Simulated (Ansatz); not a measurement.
```yaml
crystal:
  periodic: [false, false, false]
  atoms:
    - {symbol: Cl, position_ang: [0.654184, 0.004940, 2.587656]}
    - {symbol: B, position_ang: [1.045415, 0.379233, 0.909047]}
    - {symbol: Br, position_ang: [-0.484864, 1.508635, -0.040963]}
    - {symbol: B, position_ang: [-1.010882, -0.364905, -0.895777]}
    - {symbol: Cl, position_ang: [-1.250449, -0.275109, -2.637104]}
    - {symbol: Br, position_ang: [0.818717, -1.307442, -0.365115]}
    - {symbol: H, position_ang: [2.083550, 0.889398, 0.652911]}
    - {symbol: H, position_ang: [-1.855662, -0.834741, -0.210635]}
basis:
  gaussian: {orbitals: x2c-TZVPPall, point_charges: [{charge: -1.00, position_ang: [5.570, -0.448, -0.536]}]}
hamiltonian: {xc: {name: HF}}
correlation: {method: mp2, frozen_orbitals: {Cl: 9}}
accuracy: high
```

```sh
$ ansatz run in.yaml --threads 8 --pin off --events-out ev --progress --plain --max-ram 18278MiB
```

Output, abridged:

```
Functional definition: HF
  name "HF"
  cite "Fock, Z. Phys. 61, 126 (1930) doi:10.1007/BF01340294"
  parent pbe
  exchange = exact_x
  correlation = 0
Error: "frozen_orbitals" has no count for B
```

In this input frozen orbitals are typed for one element alone, and the program wants a count for each. The input was rejected before any iteration.
